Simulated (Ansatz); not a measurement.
Consider the cleavage of the Si–Si bond: `O[Si@@H]1[SiH2][Si@H]1[SiH3]` + `CC=N` → `C/C=N\[SiH3]` + `O[SiH]1[SiH2][SiH2]1`.

Gas-phase electronic energies from Ansatz, PBE0-D4/def2-TZVP geometries. CBS: MP2 limit from def2 TZ/QZ plus the TZ coupled-cluster correction, frozen cores. DFT in def2-TZVPP. One conformer a species, not always the lowest.

`O[Si@@H]1[SiH2][Si@H]1[SiH3]`:

Z-matrix (Å, degrees):
```
Si
Si 1 2.311
Si 1 2.336 2 60.9
O 1 1.647 2 126.1 3 -119.2
H 1 1.481 2 116.1 3 100.7
H 2 1.488 1 112.8 3 98.6
H 2 1.486 1 127.5 3 -114.7
Si 3 2.324 1 113.4 2 111.6
H 3 1.489 1 123.0 2 -99.9
H 4 0.958 1 117.5 2 33.0
H 8 1.488 3 111.2 1 92.2
H 8 1.488 3 111.8 1 -146.0
H 8 1.487 3 107.4 1 -26.9
```

`CC=N`:

Cartesian coordinates in Å:
```
C -0.662 0.457 0.156
C 0.455 -0.263 -0.522
N 1.355 -0.975 0.007
H -1.626 0.111 -0.230
H -0.639 0.309 1.237
H -0.607 1.529 -0.057
H 0.492 -0.157 -1.612
H 1.232 -1.011 1.022
```

`C/C=N\[SiH3]`:

```xyz
11

C     0.903    0.786    1.047
C    -0.425    0.101    1.081
N    -1.027   -0.493    0.149
Si   -0.624   -0.778   -1.508
H     0.783    1.834    1.339
H     1.569    0.333    1.789
H     1.372    0.736    0.065
H    -0.919    0.137    2.065
H     0.684   -0.237   -1.991
H    -1.702   -0.171   -2.329
H    -0.615   -2.249   -1.707
```

`O[SiH]1[SiH2][SiH2]1`:

Cartesian coordinates in Å:
```
O 1.186 -2.001 0.622
Si 0.492 -0.518 0.802
Si 0.700 1.189 -0.741
Si -1.414 0.253 -0.283
H 0.645 -2.761 0.842
H 0.540 -0.001 2.198
H 1.143 0.848 -2.117
H 1.133 2.545 -0.320
H -2.502 0.942 0.458
H -1.923 -0.495 -1.461
```

```tsv
level	ΔE (kcal/mol)
ωB97X-V	-2.1
B2PLYP	-3.1
CCSD/def2-TZVPP	-1.9
CCSD/CBS(def2)	-2.1
```

Question: What does CCSD(T)/CBS give? (An estimate is asked.)

Answer: The calculation gave: -1.3 kcal/mol. The listed levels differ from it by -0.8, -1.8, -0.6, -0.8 kcal/mol.

Largest T1 diagnostic among the species: 0.015.

From PBE to PBE0 (25 % exact exchange), in def2-TZVPP and without D4, ΔE moves by −0.9 kcal/mol. In def2-TZVPP, CCSD(T) changes the Hartree–Fock value by +5.4 kcal/mol (the triples alone add +0.8 kcal/mol) and MP2 by +4.0 kcal/mol.
